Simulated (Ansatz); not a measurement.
`C/[C]([GaH2])=C\[S][AlH2]`, charge 0, multiplicity 1.

Q: Give a relaxed structure at PBE0-D4/def2-TZVP (Ansatz). (Best estimate.)

A: The calculation gave: 
Z-matrix (Å, degrees):
```
C
C 1 1.498
H 1 1.094 2 111.8
H 1 1.109 2 112.6 3 -117.0
H 1 1.094 2 112.2 3 119.1
Ga 2 1.953 1 121.5 3 -46.3
C 2 1.345 1 123.7 3 133.3
H 6 1.568 2 117.0 1 -179.9
H 6 1.570 2 120.4 1 0.4
S 7 1.766 2 127.8 1 -0.7
H 7 1.087 2 119.7 1 -178.2
Al 10 2.203 7 95.6 2 39.9
H 12 1.580 10 118.4 7 42.2
H 12 1.582 10 117.6 7 -145.8
```
This is one stationary point; other conformers may exist.
